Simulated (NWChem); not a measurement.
System meant: C2H6ClNSi; SMILES [SiH2](/N=C/C)Cl

The following NWChem deck was run.

```
start job
memory heap 200 mb stack 900 mb global 1100 mb
geometry units angstroms noautoz
  C     -0.643143     3.080039     0.087776
  C      0.063663     1.801634    -0.243805
  N      0.015312     0.762543     0.503076
  Si     0.847262    -0.730465     0.101687
  Cl    -0.581144    -2.214771    -0.182318
  H     -1.349776     3.346074    -0.727782
  H     -1.190269     2.987680     1.044236
  H      0.085868     3.916742     0.147552
  H      0.642969     1.827406    -1.208652
  H      1.704031    -1.125222     1.263886
  H      1.661501    -0.624040    -1.165111
end
basis spherical
  * library def2-svp
end
dft
  xc b3lyp
  iterations 4
  mulliken
end
task dft energy
```

End of the output:

```
    Atom       Charge   Shell Charges
 -----------   ------   -------------------------------------------------------
    1 C    6     6.07   1.96  0.59  0.30  1.90  1.25  0.07
    2 C    6     5.93   1.97  0.62  0.31  1.81  1.09  0.14
    3 N    7     7.26   1.97  0.81  0.50  2.22  1.72  0.04
    4 Si  14    13.57   2.00  1.93  0.68  0.34  5.81  1.24  1.08  0.48
    5 Cl  17    17.08   2.00  1.96  1.05  0.80  5.82  2.27  3.16  0.02
    6 H    1     0.96   0.63  0.26  0.06
    7 H    1     0.96   0.63  0.27  0.06
    8 H    1     0.96   0.63  0.27  0.06
    9 H    1     1.00   0.65  0.29  0.06
   10 H    1     1.10   0.65  0.43  0.02
   11 H    1     1.12   0.65  0.44  0.02

 center of mass
 --------------
 x =  -0.03747933 y =  -0.22220655 z =   0.02199564

 moments of inertia (a.u.)
 ------------------
        1415.516566663361           0.000000000000          -0.000000000000
           0.000000000000         205.700629035790           0.000000000000
          -0.000000000000           0.000000000000        1544.432998825549

     Multipole analysis of the density
     ---------------------------------

     L   x y z        total         alpha         beta         nuclear
     -   - - -        -----         -----         ----         -------
     0   0 0 0     -0.000000    -28.000000    -28.000000     56.000000

     1   1 0 0      0.311854      0.155927      0.155927      0.000000
     1   0 1 0      0.986960      0.493480      0.493480      0.000000
     1   0 0 1     -0.479630     -0.239815     -0.239815      0.000000

     2   2 0 0    -33.178784    -66.020629    -66.020629     98.862474
     2   1 1 0     -1.068274      8.744208      8.744208    -18.556690
     2   1 0 1      0.264969      0.924374      0.924374     -1.583779
     2   0 2 0    -30.826377   -393.841729   -393.841729    756.857082
     2   0 1 1     -1.414327      1.067454      1.067454     -3.549235
     2   0 0 2    -34.469095    -32.531381    -32.531381     30.593667

 ------------------------------------------------------------------------
 dft energy failed                                                                                  0
 ------------------------------------------------------------------------
 ------------------------------------------------------------------------
  current input line :
    24: task dft energy
 ------------------------------------------------------------------------
 ------------------------------------------------------------------------
 This type of error is most commonly associated with calculations not reaching convergence criteria
 ------------------------------------------------------------------------
 For more information see the NWChem manual at https://nwchemgit.github.io

0:dft energy failed:Received an Error in Communication
```

Task: What is wrong, and how is it mended?

Result: The run did not converge; its last values are not results. Cause: the SCF was allowed too few iterations. This input runs:
```
start job
memory heap 200 mb stack 900 mb global 1100 mb
geometry units angstroms noautoz
  C     -0.643143     3.080039     0.087776
  C      0.063663     1.801634    -0.243805
  N      0.015312     0.762543     0.503076
  Si     0.847262    -0.730465     0.101687
  Cl    -0.581144    -2.214771    -0.182318
  H     -1.349776     3.346074    -0.727782
  H     -1.190269     2.987680     1.044236
  H      0.085868     3.916742     0.147552
  H      0.642969     1.827406    -1.208652
  H      1.704031    -1.125222     1.263886
  H      1.661501    -0.624040    -1.165111
end
basis spherical
  C library def2-svp
  N library def2-svp
  Si library def2-svp
  Cl library def2-svp
  H library def2-svp
end
dft
  xc b3lyp
  iterations 150
  mulliken
end
task dft energy
```
It converges to -884.01418 Ha (B3LYP/def2-SVP).
